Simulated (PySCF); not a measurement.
# Computed vibrations of BiCl3(NH3)

BiCl3(NH3) (singlet). PySCF 2.14.0, RKS PBE0, Bi def2-SVP with ECP60, Cl def2-SVP, N def2-SVP, H def2-SVP; non-relativistic Hamiltonian with scalar-relativistic core potentials where named; density fitting; no spin-orbit coupling. Central differences of gradients.

```xyz
8

Bi   -0.1184    0.1184   -0.1184
Cl    1.4476    1.2463    1.4476
Cl   -1.2463   -1.4476    1.4476
Cl    1.4476   -1.4476   -1.2463
N    -1.8922    1.8922   -1.8922
H    -2.5045    2.5045   -1.3524
H    -1.3524    2.5045   -2.5045
H    -2.5045    1.3524   -2.5045
```

Run from Python with OMP_NUM_THREADS=2. Where DIIS fails, smearing, a level shift and second-order steps follow.
It took 60 s on 2 threads of Arm Neoverse V2, on a shared host.

Task: What are the harmonic wavenumbers and infrared intensities?

Result: Modes are labelled in C3v; negative numbers are unstable modes, those under 60 cm⁻¹ near the noise; a finer grid moves soft modes by up to 10 cm⁻¹.
```tsv
cm⁻¹	km/mol	symmetry
-42	–	e
-42	–	e
88	0.5	a1
91	1.0	e
91	1.0	e
99	0.0	a2
149	17.7	a1
312	0.3	e
312	0.3	e
334	104.1	e
334	104.1	e
340	29.4	a1
1113	105.7	a1
1646	18.6	e
1646	18.6	e
3498	9.1	a1
3629	17.9	e
3629	17.9	e
```

Task: Is this a minimum?

Result: Probably not: 2 unstable, though so soft as to be near the noise; the lowest moves the atoms so:
```
Bi   0.01 -0.04 -0.04
Cl  -0.09  0.10 -0.05
Cl  -0.01  0.04  0.02
Cl   0.09 -0.07  0.11
N   -0.04  0.29  0.33
H    0.02  0.26  0.43
H   -0.05  0.33  0.36
H   -0.10  0.38  0.31
```
